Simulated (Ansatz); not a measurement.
Two isomers of C3H7ClSi: A = `C/C(Cl)=C\[SiH3]`, B = `C/C=C\[SiH2]Cl`.

Gas-phase electronic energies from Ansatz, PBE0-D4/def2-TZVP geometries. CBS: MP2 limit from def2 TZ/QZ plus the TZ coupled-cluster correction, frozen cores. Double bonds are as drawn, so ΔE can hold a change between cis and trans. Functionals use def2-TZVPP. B3LYP here is the variant with VWN-RPA as its local correlation; programs differ in this. One conformer a species, not always the lowest.

A:

```xyz
12

C     0.898   -0.493   -1.257
C     0.895   -0.646    0.221
Cl    2.215   -1.627    0.799
C     0.023   -0.130    1.082
Si   -1.424    0.930    0.583
H     0.827   -1.469   -1.742
H     0.063    0.126   -1.591
H     1.831   -0.031   -1.591
H     0.167   -0.342    2.137
H    -2.355    0.195   -0.316
H    -0.980    2.157   -0.133
H    -2.159    1.331    1.809
```

B:

Z-matrix (Å, degrees):
```
C
C 1 1.487
H 1 1.091 2 112.8
H 1 1.095 2 110.2 3 -120.6
H 1 1.094 2 110.7 3 121.8
C 2 1.335 1 126.4 3 3.0
H 2 1.090 1 115.0 3 -177.8
Si 6 1.850 2 125.3 1 -1.4
H 6 1.088 2 117.6 1 178.6
Cl 8 2.067 6 111.2 2 73.2
H 8 1.482 6 109.8 2 -168.5
H 8 1.483 6 112.6 2 -45.8
```

Question: Which isomer does CCSD(T)/CBS put lower? Give the gap. (An estimate is asked.)

Answer: Computed: B, by 144.5 kJ/mol.

Question: Give E(B) − E(A) in kJ/mol with PBE-D4, r2SCAN-D4, ωB97M-V, MP2/def2-TZVPP, B3LYP-D4, CCSD(T)/def2-TZVPP, PBE0-D4. (Best estimate.)

Answer: Ansatz gave: PBE-D4 -132.2, r2SCAN-D4 -139.7, ωB97M-V -144.4, MP2/def2-TZVPP -142.6, B3LYP-D4 -140.9, CCSD(T)/def2-TZVPP -141.1, PBE0-D4 -139.9. None reverses the order clearly.

Question: Does the order hold for the free energy at 298.15 K (harmonic terms from PBE0-D4)? (An estimate is asked.)

Answer: Computed: Yes: G(B) − G(A) = -133.8 kJ/mol, for one conformer each. Modes under 60 cm⁻¹, often nearly free rotors, make the harmonic entropy too high.

Largest T1 diagnostic: 0.011.

Leaving LDA and LC-ωPBE aside and taking each functional with its dispersion term where it has one, the values, not all of them listed here, spread over 19.3 kJ/mol, from BHLYP-D4 to revPBE-D4. LDA lies +6.6 kJ/mol from PBE without D4. From r2SCAN to r2SCAN0 (25 % exact exchange), in def2-TZVPP and without D4, E(B) − E(A) moves by −5.1 kJ/mol.
